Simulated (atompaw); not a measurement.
**Plane-wave convergence, PAW (atompaw) potential for Sb**

* Element: antimony (Sb)
* Generator: atompaw 4.2.0.5
* Type: PAW
* Functional: PBE
* Relativity: scalar-relativistic
* Frozen core: [Ar] 3d10
* Valence charge: 23
* Reference configuration: 4s2 4p6 4d10 5s1 5p4
* Partial waves: 4s (bound): rc 1.25 bohr; 5s (bound): rc 1.25 bohr; 4p (bound): rc 1.15 bohr; 5p (bound): rc 1.40 bohr; 4d (bound): rc 1.40 bohr; 4d channel at -1.5 Ry: rc 1.40 bohr; 4f channel at -0.1 Ry: rc 1.40 bohr
* Local potential: troulliermartins scheme with l = 4 at 0 Ry, radius 1.10 bohr
* Core correction: smooth core density matched at 0.70 bohr
* Augmentation charge: sinc compensation charge, radius 1.00 bohr; PAW radius 1.40 bohr; waves and projectors: custom polynom2 7 10 vanderbiltortho

The pseudo-atom Hamiltonian at the reference potential is diagonalised in spherical Bessel functions j_l(qr) that vanish at 20 bohr, with q² up to the cutoff. All-electron valence levels (Ry): 4s -11.0470, 5s -1.0015, 4p -7.5884, 5p -0.3974, 4d -2.5655.

Problem. How do the lowest levels (Ry) of each channel move with the cutoff, and are there ghosts?

Solution.

| cutoff (Ry) | s #1 | s #2 | s #3 | p #1 | p #2 | d #1 | d #2 | f #1 | Σ f·Δε (mRy) |
| --- | --- | --- | --- | --- | --- | --- | --- | --- | --- |
| 8 | -9.6325 | -0.7294 | -0.0193 | -1.8623 | -0.0673 | -0.2167 | 0.0628 | 0.1100 | 62241.6 |
| 18 | -11.0096 | -0.9914 | -0.0394 | -6.9601 | -0.3821 | -2.2947 | 0.0506 | 0.1100 | 6598.7 |
| 35 | -11.0439 | -1.0003 | -0.0402 | -7.5487 | -0.3964 | -2.5371 | 0.0497 | 0.1100 | 508.7 |
| 55 | -11.0453 | -1.0008 | -0.0402 | -7.5635 | -0.3967 | -2.5488 | 0.0497 | 0.1100 | 298.4 |
| 90 | -11.0458 | -1.0010 | -0.0402 | -7.5681 | -0.3969 | -2.5520 | 0.0497 | 0.1100 | 236.6 |
| 140 | -11.0460 | -1.0011 | -0.0402 | -7.5716 | -0.3970 | -2.5540 | 0.0496 | 0.1100 | 194.7 |
| 230 | -11.0466 | -1.0013 | -0.0403 | -7.5798 | -0.3972 | -2.5605 | 0.0496 | 0.1100 | 77.7 |
| 400 | -11.0469 | -1.0014 | -0.0403 | -7.5862 | -0.3973 | -2.5644 | 0.0496 | 0.1100 | 0.0 |

Result: no extra level below or beside the all-electron valence levels (s, p, d, f tested); 10 mRy is reached at over 300 Ry and 1 mRy at over 300 Ry.
